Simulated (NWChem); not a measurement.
Species: C2H3NO2Si; SMILES [SiH2](N=C=O)C=O

```xyz
9

O      0.6047     3.2858     0.0000
C      0.2128     2.1871     0.0000
N     -0.1845     1.0568     0.0000
Si    -0.7862    -0.5545     0.0000
C      0.6880    -1.7988     0.0000
O      0.4550    -2.9812     0.0000
H     -1.6008    -0.7915     1.2230
H     -1.6008    -0.7915    -1.2230
H      1.7495    -1.4217     0.0000
```
Atoms are numbered in this order, from 1.

Computed with NWChem. Pople sets run with spherical d functions. Coordinates come from a PBE0/def2-SVP optimisation. Atomic charges in e: unrestrained fits to the electrostatic potential beside Mulliken populations; buried atoms are poorly determined by the fit.

Q: Estimate the computed values for Hartree-Fock/6-31G*. Quantities: ESP O1; Mulliken O1; ESP C2; Mulliken C2; ESP N3; Mulliken N3; ESP Si4; Mulliken Si4; ESP C5; Mulliken C5; relative RMS misfit of the potential (%).

A: 
```yaml
ESP O1: -0.46
Mulliken O1: -0.49
ESP C2: 0.77
Mulliken C2: 0.81
ESP N3: -0.60
Mulliken N3: -0.72
ESP Si4: 0.60
Mulliken Si4: 0.90
ESP C5: 0.36
Mulliken C5: 0.05
relative RMS misfit of the potential (%): 18
```
